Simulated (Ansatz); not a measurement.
Input file for Ansatz (a program for electronic structure): R-CCSD(T)/def2-TZVPP on H2OSeTe (SMILES O[Te][SeH]), a point of a torsion scan. Elements past Kr take the def2 small-core potentials; no spin–orbit coupling. The run froze 24 orbitals, filled d shells among them.

Ansatz 0.2 input:
```yaml
crystal:
  periodic: [false, false, false]
  atoms:
    - {symbol: O, position_ang: [-1.30449170, 0.58368842, -0.37903900]}
    - {symbol: Te, position_ang: [-0.20287271, -0.91196366, -1.07432741]}
    - {symbol: Se, position_ang: [1.60433470, -0.73255485, 0.62360765]}
    - {symbol: H, position_ang: [-1.88211699, 0.31030756, 0.33497860]}
    - {symbol: H, position_ang: [2.03098951, 0.61734498, 0.33511933]}
basis:
  gaussian:
    orbitals: def2-TZVPP
magnetization: {spin_polarized: false}
correlation: {method: ccsd_t, electrons: outside_noble_gas}
scf: {lower_state_search: off}
```

The log:

```
WARN ansatz: RAYON_NUM_THREADS=1 ignored (pool sized by the plan → 1); use --threads N
Functional definition: HF
these checks for a lower state are left out or cut short: stability, starts, cluster_reference, orbital_swaps, neighbouring_geometries, increment
integrals: 0.40 GiB planned
1158 factors; integrals over basis functions are off by at most 8.9e-4 eV
mean field: 0.58 GiB planned
mean field evaluation 1: about -74635.6137 eV, gradient 3.5e1 eV
mean field evaluation 2: about -74635.8503 eV, gradient 3.6e1 eV
mean field evaluation 4: about -74638.4287 eV, gradient 3.1e0 eV
mean field evaluation 8: about -74638.4816 eV, gradient 3.2e-1 eV
mean field evaluation 16: about -74638.4825 eV, gradient 2.1e-6 eV
mean field -74638.48248298 eV, -2742.9136394691 hartree, gradient 2.1e-6 eV, S^2 0.000000; 0 other end points of the search recorded, 0 dependent functions left out
24 core orbitals not correlated
reference -74638.48248298 eV, -2742.9136394691 hartree; 10, 10 occupied and 123, 123 virtual orbitals, 1158 factors
second order -14.53100670 eV of doubles, -0.00000000 eV of singles
coupled cluster: 1.00 GiB planned
cycle   1  -14.78860337 eV  change   -2.6e-1 eV  update   1.0e-1
cycle   2  -15.18027459 eV  change   -3.9e-1 eV  update   3.4e-2
cycle   3  -15.28745488 eV  change   -1.1e-1 eV  update   2.0e-2
cycle   4  -15.27983700 eV  change    7.6e-3 eV  update   6.0e-3
cycle   5  -15.27750499 eV  change    2.3e-3 eV  update   3.5e-3
cycle   6  -15.27848415 eV  change   -9.8e-4 eV  update   1.5e-3
cycle   7  -15.27789543 eV  change    5.9e-4 eV  update   7.3e-4
cycle   8  -15.27786890 eV  change    2.7e-5 eV  update   3.1e-4
cycle   9  -15.27801717 eV  change   -1.5e-4 eV  update   1.4e-4
cycle  10  -15.27796731 eV  change    5.0e-5 eV  update   6.5e-5
cycle  11  -15.27797735 eV  change   -1.0e-5 eV  update   2.7e-5
cycle  12  -15.27799245 eV  change   -1.5e-5 eV  update   1.2e-5
perturbative correction -0.66401067 eV, -0.0244019421 hartree
Total energy: -74654.42448611 eV, -2743.4994972781 hartree
Checks for a lower state left out: stability, starts, cluster_reference, orbital_swaps, neighbouring_geometries, increment
```

Self-consistency was reached.

Cost: very roughly 14 core-seconds.
